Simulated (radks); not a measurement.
All-electron atom: K I in [Ar] 4s1.

Method: scalar-relativistic Kohn-Sham, exchange-only PBE, spin-unpolarised, spherical densities, finite nucleus; Fermi nuclear charge, rms radius 3.4349 fm; computed with a radial shooting solver on a logarithmic mesh with Libxc functionals.

Energy parts (Ry):
| part | energy |
|---|---|
| total | -1202.70695 |
| kinetic | 1211.20971 |
| electron-nucleus | -2864.92052 |
| Hartree | 516.20287 |
| exchange | -65.19901 |

Orbitals (lengths in bohr, moments of r in powers of bohr):
| orbital | occ. | eigenvalue (Ry) | <r> |
|---|---|---|---|
| 1s | 2 | -258.8649 | 0.08105 |
| 2s | 2 | -25.88907 | 0.3878 |
| 2p | 6 | -20.51089 | 0.3506 |
| 3s | 2 | -2.51718 | 1.270 |
| 3p | 6 | -1.30665 | 1.443 |
| 4s | 1 | -0.14114 | 5.148 |
| 4p | 0 | -0.03944 | 8.259 |

The highest occupied level is 4s at -1.920 eV. For comparison, the ionisation energy in NIST's Atomic Spectra Database is 4.341 eV (measured). In exact Kohn-Sham theory the highest level is minus the ionisation energy, but local and semilocal functionals leave it too shallow, through self-interaction and a potential that decays too fast; potentials with the right tail come closer. Summed over all electrons, <r^2> = 51.06 bohr^2, which gives a Langevin (diamagnetic) susceptibility term of -40.4 x 10^-6 cm^3/mol.

Beside tabulated values, note that spin-unpolarised runs miss the spin-polarisation part of the exchange energy of open shells.
